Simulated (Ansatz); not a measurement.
Mulliken charges of CH6OSiZn, SMILES `O[SiH2][CH2][ZnH]` from B3LYP/def2-TZVPP in Ansatz (PBE0-D4/def2-TZVP geometry).

| atom | x (Å) | y (Å) | z (Å) | charge (e) |
| --- | --- | --- | --- | --- |
| O1 | -0.777 | 0.725 | 1.117 | -0.402 |
| Si2 | -0.167 | 0.970 | -0.425 | 0.476 |
| C3 | 0.612 | -0.647 | -0.802 | -0.404 |
| Zn4 | 0.265 | -1.680 | 0.841 | 0.288 |
| H5 | -1.246 | 1.431 | 1.563 | 0.172 |
| H6 | -1.293 | 1.340 | -1.331 | -0.102 |
| H7 | 0.784 | 2.118 | -0.386 | -0.102 |
| H8 | 0.159 | -1.147 | -1.662 | 0.107 |
| H9 | 1.687 | -0.571 | -0.979 | 0.107 |
| H10 | 0.059 | -2.592 | 2.067 | -0.140 |

Problem. By hand: the dipole of these point charges (1 e Å = 4.8032 D).

Solution. Σ q r = (0.089, 0.020, -0.213) e Å, of length 0.232 e Å = 1.11 D.

Problem. How does the dipole of the full density compare? (An estimate is asked.)

Solution. The calculation gave: (-0.052, 0.206, -0.059) e Å, 1.06 D; the point charges give 1.05 times that, at 76° from its direction.

Point charges leave out the atoms' own dipoles, such as those of lone pairs, and Mulliken's split depends on the basis, so the two needn't agree.

B3LYP here is the variant with VWN-RPA as its local correlation; programs differ in this.
